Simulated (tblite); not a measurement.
C3H6BNO2.
Bonds: O1–B2, B2–O3, B2–N4, N4–C5, C5–C6, C6–C7 (double), C5–C7. Hydrogens: H8 on O1; H9 on O3; H10 on N4; H11 on C5; H12 on C6; H13 on C7.

Computed with GFN2-xTB (tblite), gas phase: L-BFGS steps from a force-field or distance-geometry start until the largest atomic force falls under 0.01 eV/Å.

Step 60: E = -592.6425 eV
```
atom  x, y, z in Å  |  force x, y, z in eV/Å
O1      2.3862    1.3557    0.3385    0.002  -0.005   0.058
B2      1.5765    0.3271   -0.0551   -0.003   0.029   0.018
O3      2.1517   -0.7360   -0.6997    0.008  -0.045   0.021
N4      0.1968    0.4353    0.2409    0.078   0.007  -0.061
C5     -0.8718   -0.4644   -0.0847    0.064   0.104  -0.047
C6     -2.1089   -0.5048    0.7480    0.027  -0.015   0.018
C7     -2.2290    0.0685   -0.4187    0.028   0.005   0.058
H8      3.3127    1.1834    0.1661   -0.094  -0.001  -0.050
H9      1.5536   -1.4360   -0.9511    0.002   0.002  -0.008
H10    -0.1121    1.2902    0.6775    0.004  -0.060   0.020
H11    -0.5032   -1.3668   -0.5645   -0.019  -0.005  -0.011
H12    -2.5325   -0.7793    1.6808   -0.053  -0.018   0.078
H13    -2.8243    0.6276   -1.0956   -0.044   0.003  -0.096
```

Step 61: E = -592.6437 eV
```
atom  x, y, z in Å  |  force x, y, z in eV/Å
O1      2.3801    1.3517    0.3412   -0.010   0.070   0.089
B2      1.5753    0.3233   -0.0529    0.013  -0.004  -0.015
O3      2.1514   -0.7386   -0.6980    0.116   0.053   0.049
N4      0.1987    0.4356    0.2417    0.017   0.043  -0.039
C5     -0.8701   -0.4588   -0.0839    0.017   0.033  -0.069
C6     -2.1067   -0.5008    0.7488    0.016  -0.068   0.086
C7     -2.2287    0.0696   -0.4178   -0.027   0.091  -0.057
H8      3.3032    1.1826    0.1616    0.032  -0.005  -0.056
H9      1.5585   -1.4373   -0.9534   -0.098  -0.105  -0.043
H10    -0.1072    1.2898    0.6804    0.001  -0.031   0.033
H11    -0.5013   -1.3590   -0.5663   -0.019  -0.040  -0.012
H12    -2.5296   -0.7799    1.6807   -0.054  -0.012   0.076
H13    -2.8280    0.6221   -1.1000   -0.004  -0.026  -0.041
```

Step 62: E = -592.6447 eV
```
atom  x, y, z in Å  |  force x, y, z in eV/Å
O1      2.3830    1.3466    0.3572   -0.004  -0.007   0.046
B2      1.5766    0.3227   -0.0535    0.059   0.041  -0.004
O3      2.1507   -0.7378   -0.7029    0.060  -0.013   0.029
N4      0.1989    0.4425    0.2286   -0.017   0.037  -0.036
C5     -0.8693   -0.4558   -0.0861   -0.037   0.001  -0.055
C6     -2.1025   -0.4970    0.7552   -0.016  -0.027   0.021
C7     -2.2326    0.0638   -0.4174   -0.039   0.068   0.016
H8      3.3077    1.1756    0.1828   -0.008   0.001  -0.050
H9      1.5543   -1.4310   -0.9734   -0.030  -0.011  -0.006
H10    -0.1073    1.2964    0.6670    0.004  -0.022   0.039
H11    -0.5018   -1.3606   -0.5628   -0.016  -0.019  -0.001
H12    -2.5232   -0.7708    1.6934   -0.002   0.019  -0.027
H13    -2.8389    0.6059   -1.1057    0.047  -0.068   0.027
```

Step 63: E = -592.6455 eV
```
atom  x, y, z in Å  |  force x, y, z in eV/Å
O1      2.3799    1.3504    0.3528    0.056  -0.003   0.032
B2      1.5780    0.3229   -0.0552    0.033   0.019   0.010
O3      2.1548   -0.7396   -0.6996    0.044  -0.003   0.026
N4      0.2003    0.4383    0.2299   -0.025   0.020  -0.041
C5     -0.8702   -0.4566   -0.0881   -0.034  -0.020  -0.029
C6     -2.1035   -0.4981    0.7547   -0.011  -0.025   0.014
C7     -2.2316    0.0686   -0.4152   -0.013   0.042   0.034
H8      3.3051    1.1825    0.1736   -0.041   0.013  -0.035
H9      1.5573   -1.4348   -0.9625   -0.023  -0.017  -0.011
H10    -0.1066    1.2899    0.6719    0.007  -0.006   0.039
H11    -0.5067   -1.3619   -0.5676   -0.012  -0.003  -0.001
H12    -2.5283   -0.7753    1.6904    0.012   0.023  -0.034
H13    -2.8328    0.6142   -1.1028    0.008  -0.039  -0.004
```

**Question.** Estimate the geometry and energy of step 64. (The exact step hangs on the optimiser's Hessian estimate; all steps are aligned on step 63, rigid shifts and turns removed.)

**Answer.** E = -592.6463 eV, largest force 0.078 eV/Å
```
atom  x, y, z in Å  |  force x, y, z in eV/Å
O1      2.3777    1.3524    0.3519    0.074   0.012   0.022
B2      1.5795    0.3234   -0.0551   -0.019  -0.035   0.005
O3      2.1582   -0.7417   -0.6962   -0.020  -0.017   0.017
N4      0.2011    0.4368    0.2305   -0.005  -0.001  -0.044
C5     -0.8707   -0.4556   -0.0905   -0.019  -0.040   0.003
C6     -2.1036   -0.4998    0.7538   -0.018  -0.027   0.053
C7     -2.2309    0.0736   -0.4123   -0.007   0.030  -0.014
H8      3.3009    1.1875    0.1623   -0.013   0.020  -0.023
H9      1.5587   -1.4388   -0.9549    0.024   0.033   0.007
H10    -0.1049    1.2849    0.6792    0.005   0.006   0.034
H11    -0.5097   -1.3614   -0.5714   -0.009   0.010  -0.007
H12    -2.5323   -0.7783    1.6878    0.026   0.022  -0.041
H13    -2.8284    0.6175   -1.1029   -0.019  -0.015  -0.012
```

The energy changes by -0.0008 eV. The first-order estimate −F·Δx gives -0.0013 eV and the mean of the old and new forces, exact on a quadratic surface, -0.0008 eV. The step makes an angle of 69° with the force vector and moves no atom by more than 0.013 Å.

What follows is the cost of the whole relaxation. The run took 0.59 s of wall time on one thread, Arm Neoverse N1 (aarch64), shared host.
